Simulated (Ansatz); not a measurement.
Program: Ansatz. Geometries: PBE0-D4/def2-TZVP. ΔE: electronic, gas phase. CCSD(T)/CBS is the MP2 limit (def2-TZVPP, def2-QZVPP) plus CCSD(T) − MP2 in def2-TZVPP, frozen cores. Functionals use def2-TZVPP. B3LYP here is the variant with VWN-RPA as its local correlation; programs differ in this. HSE06 is defined as in plane-wave codes. Each species was taken in one conformer, which may not be the lowest.

Reaction (substitution at a C–C bond): `C=CCCCCCCCC` + `BNB` → `BN(B)CC=C` + `CCCCCCC`

`C=CCCCCCCCC`:

Cartesian coordinates in Å:
```
C 3.521 0.265 -2.610
C 2.313 0.792 -2.746
C 1.591 1.573 -1.701
C 0.271 0.930 -1.289
C -0.479 1.746 -0.248
C -1.842 1.178 0.128
C -1.823 -0.240 0.689
C -0.990 -0.392 1.953
C -1.079 -1.773 2.591
C -0.502 -2.887 1.732
H 4.090 0.386 -1.692
H 3.988 -0.303 -3.406
H 1.777 0.643 -3.683
H 1.385 2.583 -2.080
H 2.234 1.694 -0.823
H 0.475 -0.076 -0.909
H -0.362 0.798 -2.175
H 0.144 1.845 0.648
H -0.617 2.765 -0.628
H -2.310 1.844 0.863
H -2.490 1.199 -0.756
H -2.853 -0.544 0.906
H -1.464 -0.931 -0.080
H 0.061 -0.172 1.735
H -1.314 0.362 2.681
H -2.127 -1.995 2.825
H -0.552 -1.752 3.551
H -0.529 -3.845 2.256
H -1.057 -3.010 0.799
H 0.540 -2.680 1.472
```

`BNB`:

```xyz
8

B     0.285   -1.036    0.679
N     0.170   -0.163   -0.431
B    -0.391    1.138   -0.408
H    -0.120   -0.666    1.739
H     0.781   -2.115    0.530
H     0.520   -0.497   -1.319
H    -0.431    1.780   -1.417
H    -0.813    1.558    0.627
```

`BN(B)CC=C`:

Z-matrix (Å, degrees):
```
C
C 1 1.495
N 1 1.458 2 113.9
H 1 1.095 2 108.9 3 122.2
H 1 1.095 2 108.8 3 -122.1
C 2 1.324 1 126.3 3 0.2
H 2 1.088 1 114.3 3 -179.8
B 3 1.419 1 119.3 2 -89.7
B 3 1.420 1 119.3 2 89.5
H 6 1.084 2 122.0 1 0.0
H 6 1.083 2 120.9 1 -180.0
H 8 1.198 3 119.1 1 -3.0
H 8 1.193 3 118.9 1 177.6
H 9 1.193 3 118.9 1 -177.6
H 9 1.197 3 119.1 1 3.0
```

`CCCCCCC`:

Z-matrix (Å, degrees):
```
C
C 1 1.520
H 1 1.093 2 111.2
H 1 1.092 2 111.9 3 120.1
H 1 1.094 2 111.0 3 -119.8
C 2 1.523 1 114.1 3 176.7
H 2 1.095 1 109.0 3 54.8
H 2 1.097 1 109.5 3 -60.7
C 6 1.520 2 114.5 1 64.8
H 6 1.098 2 109.2 1 -57.9
H 6 1.096 2 109.0 1 -173.3
C 9 1.519 6 113.1 2 177.1
H 9 1.096 6 110.0 2 -60.8
H 9 1.098 6 109.2 2 55.1
C 12 1.520 9 113.5 6 -179.9
H 12 1.098 9 109.3 6 57.9
H 12 1.098 9 109.4 6 -57.6
C 15 1.519 12 113.1 9 180.0
H 15 1.096 12 109.2 9 -57.7
H 15 1.096 12 109.1 9 57.7
H 18 1.094 15 111.1 12 -59.7
H 18 1.094 15 111.1 12 59.8
H 18 1.092 15 111.7 12 -179.9
```

```json
{"level": "B97M-V", "ΔE (kJ/mol)": "26.2", "difference from CCSD(T)/CBS": "-0.5"}
{"level": "B3LYP-D4", "ΔE (kJ/mol)": "22.3", "difference from CCSD(T)/CBS": "-4.4"}
{"level": "r2SCANh-D4", "ΔE (kJ/mol)": "24.9", "difference from CCSD(T)/CBS": "-1.8"}
{"level": "r2SCAN0-D4", "ΔE (kJ/mol)": "25.9", "difference from CCSD(T)/CBS": "-0.8"}
{"level": "HSE06-D4", "ΔE (kJ/mol)": "24.5", "difference from CCSD(T)/CBS": "-2.2"}
{"level": "ωB97M-V", "ΔE (kJ/mol)": "26.4", "difference from CCSD(T)/CBS": "-0.3"}
{"level": "r2SCAN0", "ΔE (kJ/mol)": "24.8", "difference from CCSD(T)/CBS": "-1.9"}
{"level": "HSE06", "ΔE (kJ/mol)": "24.0", "difference from CCSD(T)/CBS": "-2.7"}
{"level": "CAM-B3LYP", "ΔE (kJ/mol)": "23.3", "difference from CCSD(T)/CBS": "-3.4"}
{"level": "LC-ωPBE", "ΔE (kJ/mol)": "24.7", "difference from CCSD(T)/CBS": "-2.0"}
{"level": "HF/def2-SVP", "ΔE (kJ/mol)": "25.3", "difference from CCSD(T)/CBS": "-1.4"}
{"level": "CCSD(T)/def2-SVP", "ΔE (kJ/mol)": "26.3", "difference from CCSD(T)/CBS": "-0.4"}
{"level": "CCSD/def2-TZVPP", "ΔE (kJ/mol)": "26.7", "difference from CCSD(T)/CBS": "0.0"}
{"level": "SCS-MP2/def2-QZVPP", "ΔE (kJ/mol)": "26.7", "difference from CCSD(T)/CBS": "0.0"}
{"level": "MP2/CBS(def2)", "ΔE (kJ/mol)": "28.0", "difference from CCSD(T)/CBS": "1.3"}
{"level": "CCSD/CBS(def2)", "ΔE (kJ/mol)": "27.5", "difference from CCSD(T)/CBS": "0.8"}
{"level": "CCSD(T)/CBS", "ΔE (kJ/mol)": "26.7", "difference from CCSD(T)/CBS": "0"}
```

Largest T1 diagnostic among the species: 0.012.

From BLYP to BHLYP (50 % exact exchange), in def2-TZVPP and without D4, ΔE moves by +4.1 kJ/mol. Leaving LDA and LC-ωPBE aside and taking each functional with its dispersion term where it has one, the values, not all of them listed here, spread over 6.6 kJ/mol, from BLYP-D4 to ωB97M-V.

CCSD(T)/CBS has its own doubt, a few kJ/mol and more with outer-core shells, so smaller differences from it don't rank the levels.
